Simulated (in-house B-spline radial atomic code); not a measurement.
## The zinc ion Zn²⁺: [Ar] 3d10 (with a hole in an inner shell)

All numbers are computed (Dirac-Hartree-Fock, average of configuration; Fermi nucleus of rms radius 3.9283 fm) with a B-spline radial code for spherical atoms, not measured.

Effective charges: Z_r = [3n² - l(l+1)]/(2<r>) from the radius, Z_e = n√(-2ε) from the energy, and Slater's rules. Values are occupation-weighted means over j.

```csv
shell,electrons,ε (eV),<r> (bohr),Z_r,Z_e,Slater
1s,2,-9755.6,0.05028,29.83,26.78,29.70
2s,2,-1254.3,0.225,26.67,19.20,25.85
2p,6,-1085.7,0.198,25.25,17.87,25.85
3s,2,-178.25,0.6816,19.80,10.86,18.75
3p,6,-126.18,0.7149,17.49,9.14,18.75
3d,10,-41.398,0.863,12.17,5.23,8.85
```

The least bound orbital is 3d5/2 at -41.22 eV, and it is also the most diffuse (<r> = 0.8656 bohr).

Spin-orbit splittings of the orbital energies (j = l + 1/2 above j = l - 1/2 when positive): 2p 24.19 eV, 3p 3.274 eV, 3d 0.4334 eV.

For the 1s electron the small component carries 1.17 % of the norm, the zero-frequency Breit interaction raises the level by 13.17 eV, self-energy by 6.728 eV, and vacuum polarisation lowers it by 0.6236 eV.

The density falls to 0.001 bohr⁻³ at 2.785 bohr; Σ<r²> = 14.733 bohr² gives, by the non-relativistic formula and without the paramagnetism of open shells, a Langevin diamagnetic susceptibility of -11.67×10⁻⁶ cm³/mol.
